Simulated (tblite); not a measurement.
Compound: C8H12P (charge -1).
Structure used (GFN2-xTB), in Å, numbered top down from 1:
```
atom  x, y, z in Å
C1    -2.1749   -1.2566   -0.2227
C2    -1.1162   -0.4920   -1.0226
C3    -0.4965    0.6021   -0.1979
C4    -1.0823    1.8713   -0.0736
C5    -0.3857    2.7085    0.7662
P6     1.0304    1.9527    1.4470
C7     0.6515    0.4761    0.5699
C8     1.5283   -0.7426    0.6258
C9     2.5502   -0.7566   -0.5137
H10   -2.6283   -2.0543   -0.8163
H11   -2.9578   -0.5737    0.1017
H12   -1.7242   -1.6955    0.6655
H13   -0.3544   -1.1964   -1.3689
H14   -1.5912   -0.0559   -1.9097
H15   -1.9916    2.1606   -0.5920
H16   -0.6650    3.7296    0.9937
H17    2.0693   -0.7532    1.5769
H18    0.9215   -1.6553    0.5776
H19    2.0447   -0.7461   -1.4781
H20    3.1713    0.1343   -0.4505
H21    3.1918   -1.6401   -0.4639
```

Computed with GFN2-xTB (tblite): harmonic, unscaled wavenumbers at the GFN2-xTB geometry, gas phase. The method is semi-empirical: single wavenumbers can be off by several per cent or more. One conformer, not necessarily the lowest.

Harmonic wavenumbers (cm⁻¹): 53.3, 77.7, 113.8, 146.1, 187.3, 198.4, 268.8, 300.3, 348.7, 387.9, 458.5, 527.2, 583.0, 641.4, 710.1, 722.5, 789.9, 797.9, 813.9, 874.3, 919.2, 988.4, 1017.8, 1040.0, 1068.7, 1072.5, 1084.4, 1137.1, 1191.4, 1226.0, 1256.3, 1259.5, 1317.5, 1319.7, 1393.3, 1395.6, 1400.5, 1441.1, 1483.8, 1502.0, 1504.2, 1506.4, 1511.9, 1516.5, 1519.4, 2893.8, 2907.0, 2941.1, 2945.4, 2952.8, 2956.2, 2971.0, 3010.0, 3011.8, 3018.4, 3026.4, 3028.3.

A = 1594, B = 1322, C = 821.1 MHz; mass 139.068 u (most abundant isotopes); point group C1, symmetry number 1.

Problem. What is the zero-point energy?

Solution. ½Σν̃ = 38368 cm⁻¹ = 109.70 kcal/mol.

Problem. Entropy at 273.15 K, 1 bar (ideal gas, RRHO, classical rotation)?

Solution. Translation 40.29, rotation 29.35, vibration 26.13: S = 95.8 cal/(mol K).

Problem. And Cp and H(273.15 K) − H(0)?

Solution. Cp = 36.43 cal/(mol K), of which vibrations give 28.48 (their classical limit is 57 R = 113.3); H(273.15 K) − H(0) = 6.04 kcal/mol without the zero-point energy, 3.87 from vibrations.

Problem. How do the functions run with temperature in this model?

Solution. 
```
 T (K)  S (cal/(mol K))  Cp (cal/(mol K))  H − H(0) (kcal/mol)  G − H(0) (kcal/mol)  ln q(vib)
   150             78.2              23.7                 2.35                -9.38       2.82
   250             92.7              33.9                 5.22               -17.94       5.42
298.15             99.1              39.2                 6.98               -22.56       6.68
   400            112.2              50.3                11.55               -33.32       9.35
   600            136.1              68.2                23.50               -58.19      14.62
   900            167.4              85.6                46.77              -103.86      22.26
```

q(vib) and H(0) count from the zero-point level.

Problem. Which modes carry the vibrational entropy at 273.15 K?

Solution. 53.3 cm⁻¹: 4.52; 77.7 cm⁻¹: 3.78; 113.8 cm⁻¹: 3.03; 146.1 cm⁻¹: 2.56; 187.3 cm⁻¹: 2.09; 198.4 cm⁻¹: 1.99 cal/(mol K); the other 51 give 8.17 together.

Problem. Blend soft modes into free rotors: weight 1/[1 + (100 cm⁻¹/ν̃)⁴] for the oscillator and the rest for a rotor with moment μB/(μ + B), μ = h/(8π²ν), B = 10⁻⁴⁴ kg m². What vibrational entropy results?

Solution. 24.39 cal/(mol K) in place of 26.13, which changes −T·S at 273.15 K by +0.48 kcal/mol.

Problem. What must be added to the electronic energy to get the Gibbs energy at 273.15 K and 1 bar?

Solution. ZPE + [H(273.15 K) − H(0)] − T·S = 109.70 + 6.04 − 26.16 = 89.58 kcal/mol.

Hindered rotation and anharmonicity are outside this model. Other conformers, if any are populated, would add a mixing term that is left out. The structure is chiral; the term R ln 2 for an equal mix with its mirror image is left out.

The run took 0.91 s of wall time on one thread of an Arm Neoverse V1, no GPU, shared host with 32 logical CPUs at a one-minute load of 17. The figure is for the frequency step alone.
